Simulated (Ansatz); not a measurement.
Ansatz (a program for electronic structure) input for Hf(OMe)(H)3 (CH6HfO), SMILES C[O][HfH3], multiplicity 1, PBE/def2-SVPD. Coordinates come from a B3LYP-D3(BJ)/def2-SVP optimisation. The spin state was assumed, not searched. The structure was generated by enumeration; whether it is a known compound was not checked. The def2 effective core potentials stand for the cores of Hf; spin–orbit coupling is left out.

Ansatz 0.2 input:
```yaml
crystal:
  periodic: [false, false, false]
  atoms:
    - {symbol: Hf, position_ang: [-0.00000000, -0.00000000, 0.48123128]}
    - {symbol: O, position_ang: [-0.00000000, 0.00000000, -1.41605854]}
    - {symbol: C, position_ang: [0.00000000, -0.00000000, -2.81604187]}
    - {symbol: H, position_ang: [-1.03265936, -0.04932281, -3.19994901]}
    - {symbol: H, position_ang: [0.47361486, 0.91897063, -3.19994901]}
    - {symbol: H, position_ang: [0.55904449, -0.86964783, -3.19994902]}
    - {symbol: H, position_ang: [1.76941989, 0.10669863, 1.05863803]}
    - {symbol: H, position_ang: [-0.79230621, -1.58571189, 1.05863804]}
    - {symbol: H, position_ang: [-0.97711366, 1.47901325, 1.05863804]}
basis:
  gaussian:
    orbitals: def2-SVPD
hamiltonian:
  xc: {name: PBE}
```

It prints:

```
WARN ansatz: RAYON_NUM_THREADS=1 ignored (pool sized by the plan → 1); use --threads N
Functional definition: PBE
integrals: 0.05 GiB planned
1058 factors; their error is unknown
mean field: 0.37 GiB planned
mean field evaluation 1: about -4474.3655 eV, gradient 6.2e1 eV
mean field evaluation 2: about -4354.8874 eV, gradient 2.3e2 eV
mean field evaluation 4: about -4482.2579 eV, gradient 1.3e1 eV
mean field evaluation 8: about -4482.6859 eV, gradient 1.2e-1 eV
mean field evaluation 16: about -4482.6035 eV, gradient 4.2e-4 eV
mean field -4482.60350173 eV, -164.7326402706 hartree, gradient 8.3e-5 eV, S^2 0.000000; 0 other end points of the search recorded, 0 dependent functions left out
reference -4482.60356498 eV, -164.7326425954 hartree; 16, 16 occupied and 110, 110 virtual orbitals, 1058 factors
Total energy: -4482.60356498 eV, -164.7326425954 hartree
```

Self-consistency was reached.

Cost: roughly 1.5 core-seconds.
